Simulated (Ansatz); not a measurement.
`[OH][Al]([Cl])[Br]` + H₂S → `[OH][Al]([SH])[Cl]` + HBr at 600 K and 1 bar (ligand exchange at the Al–Br bond).

Program: Ansatz. Geometries: PBE0-D4/def2-TZVP. ΔE: electronic, gas phase. CBS: MP2 limit from def2 TZ/QZ plus the TZ coupled-cluster correction, frozen cores. This one scheme is used for every species. For Br outer-core shells are correlated without core-valence functions, which leaves a few kJ/mol of doubt a bond. Scalar relativity is left out up to krypton. Each species was taken in one conformer, which may not be the lowest.

```json
{"species": "`[OH][Al]([Cl])[Br]`", "CCSD(T)/CBS energy (Eh)": "-3351.09145", "H − E (kJ/mol)": "87.9", "S (J/(mol·K))": "396.2"}
{"species": "H₂S", "CCSD(T)/CBS energy (Eh)": "-398.97279", "H − E (kJ/mol)": "60.8", "S (J/(mol·K))": "230.9"}
{"species": "`[OH][Al]([SH])[Cl]`", "CCSD(T)/CBS energy (Eh)": "-1176.12769", "H − E (kJ/mol)": "115.4", "S (J/(mol·K))": "404.7"}
{"species": "HBr", "CCSD(T)/CBS energy (Eh)": "-2573.91920", "H − E (kJ/mol)": "33.5", "S (J/(mol·K))": "219.1"}
```

H − E and S are ideal-gas, rigid-rotor, harmonic terms from PBE0-D4/def2-TZVP, for one conformer and one mirror image of each species. 1 Eh = 2625.50 kJ/mol, R = 8.31446 J/(mol·K).

**Question.** By hand: ΔE, ΔH, ΔS and ΔG.

**Answer.** ΔE = (-1176.12769) + (-2573.91920) − (-3351.09145) − (-398.97279) = 0.01735 Eh = 45.6 kJ/mol. Δ(H − E) = 115.4 + 33.5 − 87.9 − 60.8 = 0.2, so ΔH = 45.8 kJ/mol. ΔS = 404.7 + 219.1 − 396.2 − 230.9 = -3.3 J/(mol·K). ΔG = 45.8 − 600 × (-3.3)/1000 = 47.8 kJ/mol.

**Question.** By hand: the equilibrium constant, and the temperature at which ΔG would vanish if ΔH and ΔS stayed fixed.

**Answer.** log₁₀ K = −ΔG/(RT ln 10) = -4.2. ΔH and −TΔS have one sign here, so there is no such temperature.

The number of gas molecules stays the same, so ΔS is small and ΔH decides. A doubt of 5 kJ/mol in ΔE shifts log₁₀ K by 0.4 here. Other conformers and mirror images would add mixing entropy, several J/(mol·K) or more a flexible species. These are equilibria of isolated gas molecules and say nothing of rates. Largest T1 diagnostic: 0.011 (customary marks: 0.02 for closed shells, 0.045 for open ones).

ΔS is within the doubt of such terms, so its sign, and with it that verdict, could turn.
